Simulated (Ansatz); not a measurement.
Start from `CBr` and change one atom or group to get `CCBr`.

Ansatz, PBE0-D4/def2-TZVP geometries, multiplicity 1. 

Scalar relativity is left out up to krypton.

```
                                                                                  property  `CBr`
                                                         HOMO energy (PBE/def2-TZVPP) / eV  -6.63
                                                        HOMO energy (PBE0/def2-TZVPP) / eV  -7.94
ideal-gas entropy at 298 K and 1 bar (rigid rotor, harmonic PBE0-D4/def2-TZVP) / J/(mol·K)    246
                                                     LUMO energy (ωB97M-V/def2-TZVPP) / eV   2.05
                                                      HOMO–LUMO gap (PBE0/def2-TZVPP) / eV   8.01
                                                         LUMO energy (PBE/def2-TZVPP) / eV  -0.96
```

**Question.** What does the change do to each property? (An estimate is asked.)

**Answer.** Ansatz gave: 
```tsv
property	`CCBr`	shift
HOMO energy (PBE/def2-TZVPP) / eV	-6.53	0.10
HOMO energy (PBE0/def2-TZVPP) / eV	-7.83	0.11
ideal-gas entropy at 298 K and 1 bar (rigid rotor, harmonic PBE0-D4/def2-TZVP) / J/(mol·K)	286	40
LUMO energy (ωB97M-V/def2-TZVPP) / eV	2.13	0.08
HOMO–LUMO gap (PBE0/def2-TZVPP) / eV	7.99	-0.02
LUMO energy (PBE/def2-TZVPP) / eV	-0.88	0.08
```

The zero-point energy changes by 75.8 kJ/mol with +9 modes.

Spin–orbit coupling is left out; it splits and shifts lone-pair levels of the heavy atoms by tenths of an eV.
